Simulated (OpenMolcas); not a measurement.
## Fe III: effect of the level shift or regulariser

```yaml
Program: OpenMolcas 26.06
Basis: ANO-L-VTZP [6s5p3d2f1g]
Scalar_Hamiltonian: non-relativistic, point nucleus
Active_space: 6 electrons in 5 orbitals (3d)
State_averaging: 2S+1 = 5 even, 5 roots; 2S+1 = 3 even, 45 roots; 2S+1 = 1 even, 50 roots
Spin-orbit_coupling: RASSI with atomic mean-field integrals over the reference wave functions, term energies averaged over their components
```

Methods on the same reference wave functions:
A. CASSCF
B. MS-CASPT2, IPEA 0.25 Eh, imaginary shift 0.1 Eh (closed shells correlated: 3s 3p)
C. MS-CASPT2, IPEA 0.25 Eh, real shift 0.2 Eh (closed shells correlated: 3s 3p)

Energies in eV above 3d⁶ ⁵D₄, the measured ground level; measured values from Corliss and Sugar, J. Phys. Chem. Ref. Data 11, 135 (1982).

```
     Level       A       B       C  Measured
   3d⁶ ⁵D₄  0.0000  0.0000  0.0000    0.0000
   3d⁶ ⁵D₃  0.0549  0.0552  0.0552    0.0541
   3d⁶ ⁵D₂  0.0939  0.0939  0.0939    0.0916
   3d⁶ ⁵D₁  0.1192  0.1188  0.1188    0.1156
   3d⁶ ⁵D₀  0.1316  0.1310  0.1310    0.1274
   3d⁶ ³H₆  2.8004   2.539   2.539    2.4860
   3d⁶ ³H₅  2.8293   2.566   2.566    2.5170
   3d⁶ ³H₄  2.8512   2.586   2.586    2.5394
3d⁶ ³P₂(1)  3.0665   2.408   2.409    2.4059
3d⁶ ³F₄(1)  3.2083   2.702   2.703    2.6610
3d⁶ ³P₁(1)  3.2266   2.568   2.569    2.5650
3d⁶ ³F₃(1)  3.2384   2.730   2.731    2.6904
3d⁶ ³F₂(1)  3.2607   2.750   2.751    2.7099
3d⁶ ³P₀(1)  3.2951   2.636   2.637    2.6295
   3d⁶ ³G₅  3.5376   3.106   3.106    3.0449
   3d⁶ ³G₄  3.5877   3.153   3.153    3.0923
   3d⁶ ³G₃  3.6116   3.176   3.176    3.1173
   3d⁶ ¹I₆  4.2145   3.855   3.856    3.7637
3d⁶ ¹G₄(1)  4.4449   3.950   3.951    3.8294
   3d⁶ ³D₁  4.5789   3.888   3.889          
   3d⁶ ³D₂  4.5827   3.890   3.891          
   3d⁶ ³D₃  4.5978   3.907   3.908    3.8259
3d⁶ ¹S₀(1)  5.1673   4.401   4.404    4.3162
3d⁶ ¹D₂(1)  5.5354   4.595   4.596    4.4391
```

Deviations, from unrounded energies. A percentage is the sum of absolute deviations over the sum of measured energies, with the sign that they share, or ± where signs differ.

```tsv
Against measurement	Levels	A	B	C
mean absolute deviation (cm-1)	21	3800	390	390
fine structure of the ground term (%)	4	+2.8	+2.6	+2.6
other terms of the ground configuration (%)	17	+18.7	+1.9	+1.9
```

B, C lie about equally close to measurement and A furthest from it. The largest miss of B in the table is 3d⁶ ¹D₂(1), by +1300 cm-1. The ranking rests on the paired levels alone, and a cruder setting can come out closer through cancelling errors.

Between B and C the level of the table that moves most is 3d⁶ ¹S₀(1), by 21 cm-1 (lowest in B, highest in C). Moves below CASPT2's spread within the term are not significant.

The two smallest mean deviations differ by little beside CASPT2's spread within terms, so their order carries little weight.

From A to B the spin-free energies of the other terms of 3d⁶ shown, above ⁵D, scale by factors of 0.79 to 0.91, as is usual when dynamic correlation screens the repulsion within a d or f shell.

The lowest spin-free term lies below A's lowest term by 0.433 hartree in B, 0.432 hartree in C.

CASPT2 breaks the degeneracy within a term, and the mean is taken; among the terms shown or strongly mixed into the levels shown the widest spread is 1000 cm-1 (3d⁶ ¹I, B). Without dynamic correlation excited terms often stand tens of per cent too high (terms of higher spin than the ground term too low), and those without a measured partner can miss by more than the paired ones (holds for A). The CASPT2 spread within a term exceeds the gap to the next term for 3d⁶ ¹I and 3d⁶ ³D, so the order of their levels is uncertain (holds for B; C). Computed and measured levels are paired by configuration, term and J; levels that our copy of the source lacks, or whose pairing is in doubt (as where it misses far off the trend of its configuration), stay unpaired and out of the deviations. Levels of configurations outside the active space are missing. Levels that lie high or do not pair safely by name in every column are left out.

A number in round brackets counts repeated terms of one configuration in the order of the reference energies.
